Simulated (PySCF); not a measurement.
## How methods differ on the ionisation energy of Ba

Ba [Xe] 6s2 (1S) → Ba+ [Xe] 6s1 (2S), as a difference of total energies. Calculation: PySCF 2.14, in def2-TZVPPD with the def2 core potential (46 electrons) (6s4p3d1f, 40 functions); a scalar-relativistic core potential. Correlated levels: valence and next inner shell: nothing frozen outside the core potential. The calculations carry no spin-orbit coupling.

```json
{"method": "UHF", "ionisation energy (eV)": "4.262"}
{"method": "MP2 (valence and next inner shell)", "ionisation energy (eV)": "4.910"}
{"method": "SCS-MP2 (valence and next inner shell)", "ionisation energy (eV)": "4.934"}
{"method": "CCSD (valence and next inner shell)", "ionisation energy (eV)": "4.952"}
{"method": "CCSD(T) (valence and next inner shell)", "ionisation energy (eV)": "4.998"}
```

Errors of the correlated levels include the incompleteness of this basis.

Which method comes closest to the reference value, and which is furthest?

The reference is 5.212 eV (measured; NIST Atomic Spectra Database, ionization energies). Closest: CCSD(T) (valence and next inner shell) (error -0.214 eV); furthest: UHF (error -0.950 eV).
